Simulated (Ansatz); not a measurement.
System: C2H5GeO2, net charge -1, singlet state. It need not be the lowest isomer of its formula. Whether it binds its extra electron was not tested at this geometry. 
Structure (B3LYP-D3(BJ)/def2-TZVP (Ansatz, an electronic-structure program) minimum search):
SMILES: [CH2-]C(=O)[O][GeH3]
```xyz
10

C      2.6963     0.2652    -0.0590
C      1.3609     0.0107    -0.0740
O      0.7348    -1.0721    -0.4268
O      0.4474     0.9616     0.3195
Ge    -1.0969    -0.0359     0.0498
H      3.3922    -0.4987    -0.3729
H      3.0662     1.2265     0.2648
H     -1.4802    -1.1777     1.0334
H     -1.6188    -0.3081    -1.3894
H     -2.0580     1.1370     0.5257
```
Charge -1, spin multiplicity 1.

Total electronic energies in hartree. Cores are frozen in the correlated levels unless marked. No spin-orbit coupling. The frozen core is the preceding noble-gas configuration, with the filled d and f shells of earlier blocks. Non-relativistic. CBS marks a two-point X^-3 extrapolation of the correlation energy; Hartree-Fock from the larger set. [CCSD(T)-MP2]/basis is that difference in the basis named.

```tsv
level	program	energy (Eh)
HF/6-31G*	Ansatz	-2303.44005
HF/aug-cc-pVTZ	Ansatz	-2303.87964
RI-HF/aug-cc-pVTZ	Ansatz	-2303.87949
RI-HF/cc-pVTZ	Ansatz	-2303.87232
BLYP-D3(BJ)/def2-TZVPD	Ansatz + dftd3	[?]
revPBE-D3(BJ)/def2-TZVPD	Ansatz + dftd3	-2306.59698
revPBE-D4/def2-TZVPD	Ansatz + dftd4	-2306.60800
r2SCAN-D3(BJ)/def2-TZVPD	Ansatz + dftd3	-2306.68681
B97M-V/def2-TZVPD	Ansatz	-2306.38511
PBE0/def2-SVP	Ansatz	-2305.75303
PBE0/def2-TZVPD	Ansatz	-2306.29155
BHLYP-D3(BJ)/def2-TZVPD	Ansatz + dftd3	-2306.66809
r2SCANh-D4/def2-TZVPD	Ansatz + dftd4	-2306.66382
HSE06-D3(BJ)/def2-TZVPD	Ansatz + dftd3	-2306.28553
CAM-B3LYP-D3(BJ)/def2-TZVPD	Ansatz + dftd3	-2306.84787
CAM-B3LYP-D4/def2-TZVPD	Ansatz + dftd4	-2306.84977
wB97X-V/def2-TZVPD	Ansatz	-2306.54660
B2GP-PLYP-D4/def2-TZVPD	Ansatz + dftd4	[?]
MP2/aug-cc-pVDZ	Ansatz	-2304.54927
MP2/aug-cc-pVQZ	Ansatz	-2304.91703
RI-MP2/cc-pVQZ	Ansatz	-2304.90319
RI-MP2/CBS(aug-cc-pVTZ,aug-cc-pVQZ)+[CCSD(T)-MP2]/aug-cc-pVDZ	Ansatz	-2305.0242
CCSD(T)/CBS(aug-cc-pVTZ,aug-cc-pVQZ)	Ansatz	-2305.0130
```

Complete the blanks.


- BLYP-D3(BJ)/def2-TZVPD, energy (Eh): -2306.82255
- B2GP-PLYP-D4/def2-TZVPD, energy (Eh): -2306.04039
